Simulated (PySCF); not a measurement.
Species: `CC(=O)N[Si@H]1C=CC[SiH2]1`. The columns A, B, C and D hold Mulliken, IAO, Hirshfeld and ESP-fitted charges (e) of one PBE0/pcSseg-1 density (PySCF), in a shuffled order. Coordinates in Å (GFN2-xTB); the density's dipole moment is (0.75, -2.68, 2.08) D.

```json
{"atom": "C1", "x": "3.521", "y": "0.715", "z": "0.625", "A": "-0.476", "B": "-0.601", "C": "-0.120", "D": "-0.239"}
{"atom": "C2", "x": "2.194", "y": "0.703", "z": "-0.089", "A": "+0.443", "B": "+0.791", "C": "+0.180", "D": "+0.357"}
{"atom": "O3", "x": "1.757", "y": "1.642", "z": "-0.737", "A": "-0.503", "B": "-0.586", "C": "-0.267", "D": "-0.461"}
{"atom": "N4", "x": "1.441", "y": "-0.400", "z": "-0.005", "A": "-0.600", "B": "-0.709", "C": "-0.203", "D": "-0.614"}
{"atom": "Si5", "x": "-0.070", "y": "-0.197", "z": "-0.904", "A": "+0.743", "B": "+0.560", "C": "+0.290", "D": "+0.715"}
{"atom": "C6", "x": "-1.107", "y": "-1.714", "z": "-0.469", "A": "-0.467", "B": "-0.534", "C": "-0.169", "D": "-0.433"}
{"atom": "C7", "x": "-2.332", "y": "-1.506", "z": "-0.002", "A": "-0.096", "B": "+0.033", "C": "-0.029", "D": "-0.150"}
{"atom": "C8", "x": "-2.930", "y": "-0.148", "z": "0.210", "A": "-0.544", "B": "-0.287", "C": "-0.162", "D": "-0.499"}
{"atom": "Si9", "x": "-1.622", "y": "1.247", "z": "-0.013", "A": "+0.438", "B": "+0.234", "C": "+0.245", "D": "+0.359"}
{"atom": "H10", "x": "4.026", "y": "1.660", "z": "0.446", "A": "+0.174", "B": "+0.178", "C": "+0.057", "D": "+0.145"}
{"atom": "H11", "x": "3.361", "y": "0.587", "z": "1.694", "A": "+0.163", "B": "+0.156", "C": "+0.054", "D": "+0.138"}
{"atom": "H12", "x": "4.143", "y": "-0.103", "z": "0.267", "A": "+0.161", "B": "+0.162", "C": "+0.054", "D": "+0.136"}
{"atom": "H13", "x": "1.751", "y": "-1.193", "z": "0.532", "A": "+0.274", "B": "+0.361", "C": "+0.134", "D": "+0.187"}
{"atom": "H14", "x": "0.327", "y": "-0.219", "z": "-2.315", "A": "-0.114", "B": "-0.096", "C": "-0.080", "D": "-0.049"}
{"atom": "H15", "x": "-0.765", "y": "-2.730", "z": "-0.612", "A": "+0.148", "B": "+0.192", "C": "+0.036", "D": "+0.108"}
{"atom": "H16", "x": "-2.983", "y": "-2.339", "z": "0.249", "A": "+0.141", "B": "+0.088", "C": "+0.043", "D": "+0.101"}
{"atom": "H17", "x": "-3.743", "y": "-0.024", "z": "-0.511", "A": "+0.159", "B": "+0.105", "C": "+0.043", "D": "+0.159"}
{"atom": "H18", "x": "-3.411", "y": "-0.123", "z": "1.189", "A": "+0.154", "B": "+0.100", "C": "+0.041", "D": "+0.149"}
{"atom": "H19", "x": "-1.367", "y": "1.855", "z": "1.303", "A": "-0.098", "B": "-0.065", "C": "-0.073", "D": "-0.052"}
{"atom": "H20", "x": "-2.195", "y": "2.297", "z": "-0.862", "A": "-0.101", "B": "-0.083", "C": "-0.076", "D": "-0.057"}
```

Task: Which column most likely holds the ESP-fitted charges?

Result: B. Σ q r misses the density's dipole by 0.04 D (B), 1.48 D (A), 1.71 D (C), 4.39 D (D). Charges fitted to the outside potential are the only set here that is tied to the molecule's multipoles.

Task: And the Hirshfeld charges?

Result: C. The mean sizes are 0.118 e (C), 0.255 e (D), 0.296 e (B), 0.300 e (A), and Hirshfeld charges are commonly the smallest of these schemes.

As computed, A = IAO, B = ESP-fitted, C = Hirshfeld, D = Mulliken. Hydrogens on carbon: IAO +0.14 to +0.17, ESP-fitted +0.09 to +0.19, Hirshfeld +0.04 to +0.06, Mulliken +0.10 to +0.16 e.

The ESP scheme fits charges at the nuclei, held to the total charge, to the electrostatic potential on points at 1.4 to 2.0 times the van der Waals radii. The IAO scheme counts the electrons in orthogonalised intrinsic atomic orbitals, a minimal basis polarised so that it spans the occupied orbitals exactly.

The structure is a single GFN2-xTB conformer in the gas phase; no vibrational or solvent corrections.
